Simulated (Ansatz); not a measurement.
Ansatz (a program for electronic structure) input:

Ansatz 0.2 input:
```yaml
crystal:
  periodic: [false, false, false]
  atoms:
    - {symbol: Ge, position_ang: [-0.20405389, -0.11611562, 0.26024888]}
    - {symbol: O, position_ang: [1.08907186, -0.99577764, -0.48780733]}
    - {symbol: H, position_ang: [1.30796596, -1.89757175, -0.19444646]}
    - {symbol: O, position_ang: [-0.31320287, 1.43728116, -0.50173047]}
    - {symbol: H, position_ang: [-0.98519356, 2.08124341, -0.21721516]}
basis:
  gaussian:
    orbitals: aug-cc-pVDZ
total_charge: 1
magnetization: {spin_polarized: true, initial_magnetization: 1}
correlation: {method: ccsd_t, electrons: outside_noble_gas}
```

Problem. Predict the final energy.

Solution. -2226.48014 Eh (CCSD(T)/aug-cc-pVDZ). The basis has 100 functions.
